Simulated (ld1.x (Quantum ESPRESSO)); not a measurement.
# Varying the RRKJ potential for titanium (Ti)

Base potential:

ld1.x (Quantum ESPRESSO) 7.5 input, shortened:

```
&input
   title='Ti', zed=22., rel=1, dft='PW91', iswitch=3,
   config='[Ar] 3d2 4s2 4p0'
 /
 &inputp
   pseudotype=2, tm=.false., rho0=0.02, lloc=1,
   nlcc=.false.
 /
3
3S  1  0   2.00   0.00  1.60  1.60  0.0
3D  3  2   2.00   0.00  1.80  1.80  0.0
3P  2  1   6.00   0.00  1.75  1.75  0.0
 &test
   configts(1)='3s2 3p6 3d2 4s2 4p0'
 /
```

Occupied shells without a wave of their own: 4s. They enter only through the test configuration that unscreens the potential.

All-electron outer shells of the reference configuration (PW91, scalar-relativistic, ld1.x):

```json
{"shell": "2s", "level (eV)": "-537.08", "outermost node (bohr)": "0.09", "outermost maximum (bohr)": "0.27"}
{"shell": "2p", "level (eV)": "-444.55", "outermost node (bohr)": "–", "outermost maximum (bohr)": "0.22"}
{"shell": "3s", "level (eV)": "-62.64", "outermost node (bohr)": "0.40", "outermost maximum (bohr)": "0.87"}
{"shell": "3p", "level (eV)": "-38.90", "outermost node (bohr)": "0.37", "outermost maximum (bohr)": "0.90"}
{"shell": "4s", "level (eV)": "-4.51", "outermost node (bohr)": "1.24", "outermost maximum (bohr)": "2.92"}
{"shell": "3d", "level (eV)": "-4.32", "outermost node (bohr)": "–", "outermost maximum (bohr)": "0.98"}
{"shell": "4p", "level (eV)": "-1.50", "outermost node (bohr)": "1.39", "outermost maximum (bohr)": "3.80"}
```

Cutoffs, loose and tight: the cutoffs (Ry, on a coarse ladder) from which the occupation-weighted sum of valence levels, in a spherical-Bessel basis at the reference potential, stays within 10 and 1 mRy of its value at 400 Ry. They do not see the model core or the augmentation charge, which bear on the density cutoff. Test errors are all-electron minus pseudo excitation energies from the reference, over the configurations 3s2 3p6 3d2 4s1 4p0; 3s2 3p6 3d2 4s0 4p0; 3s2 3p6 3d1 4s0 4p0; 3s2 3p6 3d2 4s1.5 4p0; 3s2 3p6 3d0 4s0 4p0; 3s2 3p6 3d2.5 4s1.5 4p0; 3s2 3p6 3d1 4s2 4p1. A dash means not determined; rows that change the core or the reference have their own tests.

| change | outcome | cutoff, loose | cutoff, tight | bound ghosts | largest test error (meV) |
| --- | --- | --- | --- | --- | --- |
| base | generated | 60 Ry | 80 Ry | none | +594 |
| wave 3p (bound): rc 1.75 bohr becomes 3p (bound): rc 1.18 bohr | generated | 70 Ry | 100 Ry | none | +646 |
| wave 3p (bound): rc 1.75 bohr becomes 3p (bound): rc 1.34 bohr | generated | 60 Ry | 80 Ry | none | +583 |
| wave 3p (bound): rc 1.75 bohr becomes 3p (bound): rc 1.48 bohr | generated | 60 Ry | 80 Ry | none | +530 |
| wave 3p (bound): rc 1.75 bohr becomes 3p (bound): rc 1.64 bohr | generated | 60 Ry | 80 Ry | none | +523 |
| wave 3p (bound): rc 1.75 bohr becomes 3p (bound): rc 1.84 bohr | generated | 60 Ry | 80 Ry | none | +699 |
| wave 3p (bound): rc 1.75 bohr becomes 3p (bound): rc 1.92 bohr | generated | 60 Ry | 80 Ry | none | +865 |
| wave 3p (bound): rc 1.75 bohr becomes 3p (bound): rc 2.12 bohr | generated | 60 Ry | 70 Ry | none | +1429 |
| wave 3p (bound): rc 1.75 bohr becomes 3p (bound): rc 2.28 bohr | generated, misses its reference levels by 0.26 eV | 60 Ry | 70 Ry | none | +2083 |
| wave 3p (bound): rc 1.75 bohr becomes 3p (bound): rc 2.48 bohr | generated, misses its reference levels by 0.42 eV | 60 Ry | 70 Ry | none | +2905 |
| wave 3p (bound): rc 1.75 bohr becomes 3p (bound): rc 2.66 bohr | generated, misses its reference levels by 0.62 eV | 60 Ry | 70 Ry | none | +3804 |

Reading the sweep of the p radius (base included, trends over the rows without a ghost): The loose cutoff stays near 60 Ry. The median size of the test errors (rows with all tests solved) is not monotonic: lowest 5.1 meV at 1.34 bohr, highest 801.7 meV at 2.66 bohr.
